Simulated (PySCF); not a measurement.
**Bonding in `[SiH3][SiH2][Si@H]([SiH3])S`**

Species: H₁₀SSi₄.
Atom-mapped SMILES: `[SiH3:1][SiH2:2][Si@H:3]([SiH3:4])[SH:5]` (hydrogens: H6, H7, H8 on Si1; H9, H10 on Si2; H11 on Si3; H12, H13, H14 on Si4; H15 on S5)

Cartesian coordinates in Å at the GFN2-xTB level; atoms count from 1:
```xyz
15
H10SSi4 angstrom
Si     2.5577    0.9475    0.4209
Si     1.0198    0.1954   -1.1477
Si    -0.9032   -0.8674   -0.3447
Si    -2.8132    0.3542    0.1496
S     -0.3760   -1.8531    1.5425
H      2.0138    0.8605    1.7762
H      3.7933    0.1604    0.3945
H      2.9337    2.3450    0.1971
H      1.6736   -0.7080   -2.1119
H      0.5200    1.2901   -1.9964
H     -1.2418   -2.0384   -1.1724
H     -3.8137   -0.3448    0.9556
H     -2.4556    1.5815    0.8655
H     -3.4504    0.7523   -1.1077
H      0.5376   -2.6671    1.0401
```

Bond orders from the PBE0/pcSseg-1 density (PySCF). Geometry: GFN2-xTB, one conformer, isolated molecule. GFN2-xTB frequencies show an imaginary mode (26i cm⁻¹), so this geometry is no minimum at that level.

(1) How far do the computed orders between heavy atoms stray from the drawn ones?

(2) Set the Mayer orders of the bonds between heavy atoms beside their lengths.

Results:

(1) The largest departure is 0.171, at Si2–Si3 (drawn single, 0.829). Drawn single, order below 0.88: Si1–Si2 (0.877) and Si2–Si3 (0.829).

(2) 
| bond | drawn as | length (Å) | Mayer order |
| --- | --- | --- | --- |
| Si1–Si2 | single | 2.322 | 0.877 |
| Si2–Si3 | single | 2.339 | 0.829 |
| Si3–Si4 | single | 2.321 | 0.895 |
| Si3–S5 | single | 2.193 | 0.972 |

Bonds between the same two heavy elements. Si–Si: lowest Si2–Si3 (0.829, 2.339 Å), highest Si3–Si4 (0.895, 2.321 Å).

Q: And the bonds to hydrogen?

A: H–Si: 0.91 to 0.94 (9 bonds); H–S: 0.93 (1 bond).

Q: Sum the orders of all bonds at each heavy atom with more than one neighbour and set the sums beside the valence in the SMILES.

A: Si1 3.688 (drawn 4), Si2 3.561 (drawn 4), Si3 3.607 (drawn 4), Si4 3.695 (drawn 4), S5 1.898 (drawn 2). Orders between atoms that aren't bonded are not in these sums.

For a closed shell the Mayer order of atoms A and B is Σ (PS)μν (PS)νμ over the basis functions μ on A and ν on B, with P the density and S the overlap matrix.

The run behind these numbers computed NMR shieldings as well. The run took 55 s of wall time (with the writing of density and orbital grids) on one thread of an Arm Neoverse N1 (shared host), and the process peaked at 0.77 GiB of memory.
